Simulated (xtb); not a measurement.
C3H8Si, charge +1, doublet, geometry from GFN2-xTB (a state made from the parent by changing its charge; the spin is typed, not shown lowest), atoms displaced at random by about 0.1 Å a coordinate; GFN2-xTB (xtb).

Here is a job for xtb.
```
$ xtb mol.xyz --gfn 2 --chrg 1 --uhf 1 --opt loose --json

# file mol.xyz
12

C      0.97945172     0.52045426     1.00103123
C      1.03696685    -0.79050748    -0.01624356
Si    -1.00017987    -0.16787154    -0.80256257
C     -0.25034358     1.02600140     0.52876082
H      1.89105727     1.30685469     0.50691454
H      1.23258379     0.27793506     1.98970297
H      1.54636468    -0.56275098    -0.72521389
H      1.03040644    -1.61131148     0.57164545
H     -1.86923661    -1.44755760    -0.40887467
H     -0.99799528    -0.03030289    -2.36124947
H     -0.18917654     1.94353881     0.10887990
H     -1.05953233     0.89671565     1.44757694
```

The log (banner, timings and long lists left out):

```
   ID    Z sym.   atoms
    1    6 C      1, 2, 4
    2   14 Si     3
    3    1 H      5-12

           -------------------------------------------------
          |                Calculation Setup                |
           -------------------------------------------------

           -------------------------------------------------
          |                 G F N 2 - x T B                 |
           -------------------------------------------------

          ...................................................
          :                      SETUP                      :
          :.................................................:
          :  # basis functions                  30          :
          :  # atomic orbitals                  29          :
          :  # shells                           17          :
          :  # electrons                        23          :
          :  max. iterations                   250          :
          :  Hamiltonian                  GFN2-xTB          :
          :  restarted?                      false          :
          :  GBSA solvation                  false          :
          :  PC potential                    false          :
          :  electronic temp.          300.0000000     K    :
          :  accuracy                    1.0000000          :
          :  -> integral cutoff          0.2500000E+02      :
          :  -> integral neglect         0.1000000E-07      :
          :  -> SCF convergence          0.1000000E-05 Eh   :
          :  -> wf. convergence          0.1000000E-03 e    :
          :  Broyden damping             0.4000000          :
          :  net charge                          1          :
          :  unpaired electrons                  1          :
          ...................................................

 iter      E             dE          RMSdq      gap      omega  full diag
   1    -11.7289736 -0.117290E+02  0.692E+00    3.86       0.0  T
   2    -11.8141512 -0.851776E-01  0.402E+00    2.58       1.0  T
   3    -11.8057879  0.836331E-02  0.299E+00    3.54       1.0  T
   4    -11.8200156 -0.142277E-01  0.108E+00    2.78       1.0  T
   5    -11.8242103 -0.419472E-02  0.762E-01    3.11       1.0  T
   6    -11.8256919 -0.148160E-02  0.323E-01    3.02       1.0  T
   7    -11.8257238 -0.319718E-04  0.269E-01    2.98       1.0  T
   8    -11.8259421 -0.218300E-03  0.102E-01    3.02       1.0  T
   9    -11.8260055 -0.633505E-04  0.221E-02    2.99       1.3  T
  10    -11.8259998  0.567897E-05  0.300E-02    2.99       1.0  T
  11    -11.8260059 -0.606136E-05  0.300E-03    2.99       9.6  T
  12    -11.8260059 -0.297231E-08  0.195E-03    2.99      14.8  T
  13    -11.8260059 -0.774243E-08  0.114E-03    2.99      25.3  T
  14    -11.8260059 -0.831634E-08  0.161E-04    2.99     179.0  T
  15    -11.8260059 -0.103164E-09  0.597E-05    2.99     483.6  T

   *** convergence criteria satisfied after 15 iterations ***

         :::::::::::::::::::::::::::::::::::::::::::::::::::::
         ::                     SUMMARY                     ::
         :::::::::::::::::::::::::::::::::::::::::::::::::::::
         :: total energy             -11.613225322456 Eh    ::
         :: gradient norm              0.377161599407 Eh/a0 ::
         :: HOMO-LUMO gap              2.992923392802 eV    ::
         ::.................................................::
         :: SCC energy               -11.825999326294 Eh    ::
         :: -> isotropic ES            0.106098605588 Eh    ::
         :: -> anisotropic ES         -0.012087939709 Eh    ::
         :: -> anisotropic XC          0.006264175391 Eh    ::
         :: -> dispersion             -0.005398197025 Eh    ::
         :: repulsion energy           0.212774003838 Eh    ::
         :: add. restraining           0.000000000000 Eh    ::
         :: total charge               1.000000000000 e     ::
         :::::::::::::::::::::::::::::::::::::::::::::::::::::

      -----------------------------------------------------------
     |                   =====================                   |
     |                        A N C O P T                        |
     |                   =====================                   |
     |               Approximate Normal Coordinate               |
     |                Rational Function Optimizer                |
      -----------------------------------------------------------
      -----------------------------------------------------------
     |                   =====================                   |
     |                        A N C O P T                        |
     |                   =====================                   |
     |               Approximate Normal Coordinate               |
     |                Rational Function Optimizer                |
      -----------------------------------------------------------

          ...................................................
          :                      SETUP                      :
          :.................................................:
          :   optimization level             loose          :
          :   max. optcycles                   200          :
          :   ANC micro-cycles                  20          :
          :   degrees of freedom                30          :
          :.................................................:
          :   RF solver                   davidson          :
          :   write xtbopt.log                true          :
          :   linear?                        false          :
          :   energy convergence         0.5000000E-04 Eh   :
          :   grad. convergence          0.4000000E-02 Eh/α :
          :   maxmium RF displ.          1.0000000          :
          :   Hlow (freq-cutoff)         0.1000000E-01      :
          :   Hmax (freq-cutoff)         5.0000000          :
          :   S6 in model hess.         20.0000000          :
[...]
 * total energy  :   -11.6132253 Eh     change       -0.5801581E-11 Eh
 * total energy  :   -11.6950415 Eh     change       -0.8181619E-01 Eh
 * total energy  :   -11.7143178 Eh     change       -0.1927631E-01 Eh
 * total energy  :   -11.7176570 Eh     change       -0.3339210E-02 Eh
 * total energy  :   -11.7187953 Eh     change       -0.1138291E-02 Eh
 * total energy  :   -11.7194936 Eh     change       -0.6982642E-03 Eh
 * total energy  :   -11.7198193 Eh     change       -0.3257607E-03 Eh
 * total energy  :   -11.7200126 Eh     change       -0.1932754E-03 Eh
 * total energy  :   -11.7201457 Eh     change       -0.1331038E-03 Eh
 * total energy  :   -11.7201956 Eh     change       -0.4992133E-04 Eh
   *** GEOMETRY OPTIMIZATION CONVERGED AFTER 10 ITERATIONS ***
         :: total energy             -11.720195648573 Eh    ::
[...]
         ::.................................................::
         :: SCC energy               -11.884287023706 Eh    ::
         :: -> isotropic ES            0.109342538236 Eh    ::
         :: -> anisotropic ES         -0.010245062617 Eh    ::
         :: -> anisotropic XC          0.007133186605 Eh    ::
         :: -> dispersion             -0.005091821517 Eh    ::
         :: repulsion energy           0.164091375133 Eh    ::
         :: add. restraining           0.000000000000 Eh    ::
         :: total charge               1.000000000069 e     ::
         :::::::::::::::::::::::::::::::::::::::::::::::::::::

           -------------------------------------------------
          |                Property Printout                |
           -------------------------------------------------

    * Orbital Energies and Occupations

         #    Occupation            Energy/Eh            Energy/eV
      -------------------------------------------------------------
         1        2.0000           -0.9612231             -26.1562
         2        2.0000           -0.8107396             -22.0613
         3        2.0000           -0.7836443             -21.3240
         4        2.0000           -0.7378956             -20.0792
         5        2.0000           -0.7138019             -19.4235
         6        2.0000           -0.6973148             -18.9749
         7        2.0000           -0.6727954             -18.3077
         8        2.0000           -0.6594037             -17.9433
         9        2.0000           -0.6409745             -17.4418
        10        2.0000           -0.6158469             -16.7580
        11        2.0000           -0.6155033             -16.7487
        12        1.0000           -0.5717442             -15.5580 (HOMO)
        13                         -0.4312342             -11.7345 (LUMO)
        14                         -0.3973025             -10.8112
        15                         -0.3714720             -10.1083
        16                         -0.3172706              -8.6334
        17                         -0.3043748              -8.2825
        18                         -0.1106292              -3.0104
        19                         -0.0976544              -2.6573
        20                         -0.0538638              -1.4657
        21                         -0.0280033              -0.7620
        22                         -0.0007373              -0.0201
        23                          0.0087263               0.2375
       ...                                ...                  ...
        29                          0.4689305              12.7602
      -------------------------------------------------------------
                  HL-Gap            0.1405100 Eh            3.8235 eV
             Fermi-level           -0.5474338 Eh          -14.8964 eV

     #   Z          covCN         q      C6AA      α(0)
     1   6 C        3.865    -0.065    21.697     6.624
     2   6 C        3.813    -0.103    22.458     6.745
     3  14 Si       3.606     0.567    96.380    18.851
     4   6 C        3.824    -0.114    22.660     6.774
     5   1 H        0.925     0.096     1.823     2.111
     6   1 H        0.925     0.096     1.824     2.112
     7   1 H        0.925     0.114     1.663     2.017
     8   1 H        0.925     0.114     1.665     2.018
     9   1 H        0.920     0.030     2.594     2.519
    10   1 H        0.919     0.029     2.596     2.520
    11   1 H        0.925     0.119     1.624     1.993
    12   1 H        0.925     0.119     1.625     1.993

 Mol. C6AA /au·bohr⁶  :       1207.336680
 Mol. C8AA /au·bohr⁸  :      38280.396532
 Mol. α(0) /au        :         56.276908

Wiberg/Mayer (AO) data.
largest (>0.10) Wiberg bond orders for each atom

 ---------------------------------------------------------------------------
     #   Z sym  total        # sym  WBO       # sym  WBO       # sym  WBO
 ---------------------------------------------------------------------------
     1   6 C    3.973 --     2 C    1.027     4 C    0.993     6 H    0.973
                             5 H    0.973
     2   6 C    3.850 --     1 C    1.027     7 H    0.952     8 H    0.951
                             3 Si   0.668     4 C    0.170
     3  14 Si   3.279 --     9 H    0.886    10 H    0.886     4 C    0.749
                             2 C    0.668
     4   6 C    3.889 --     1 C    0.993    11 H    0.944    12 H    0.943
                             3 Si   0.749     2 C    0.170
     5   1 H    0.991 --     1 C    0.973
     6   1 H    0.991 --     1 C    0.973
     7   1 H    0.987 --     2 C    0.952
     8   1 H    0.987 --     2 C    0.951
     9   1 H    0.999 --     3 Si   0.886
    10   1 H    0.999 --     3 Si   0.886
    11   1 H    0.985 --     4 C    0.944
    12   1 H    0.985 --     4 C    0.943
 ---------------------------------------------------------------------------

Topologies differ in total number of bonds
Writing topology from bond orders to xtbtopo.mol

molecular dipole:
                 x           y           z       tot (Debye)
 q only:       -0.530      -0.180      -0.471
   full:       -0.486      -0.173      -0.442       1.726
molecular quadrupole (traceless):
                xx          xy          yy          xz          yz          zz
 q only:        1.127       0.410      -0.830       2.494       1.860      -0.296
  q+dip:        0.115       1.063      -0.635       0.990       0.273       0.520
   full:        0.949      -0.252      -0.395       1.678       1.518      -0.553

optimized geometry written to: xtbopt.xyz

           -------------------------------------------------
          | TOTAL ENERGY              -11.720195648573 Eh   |
          | GRADIENT NORM               0.003707774375 Eh/α |
          | HOMO-LUMO GAP               3.823472152793 eV   |
           -------------------------------------------------

normal termination of xtb
```
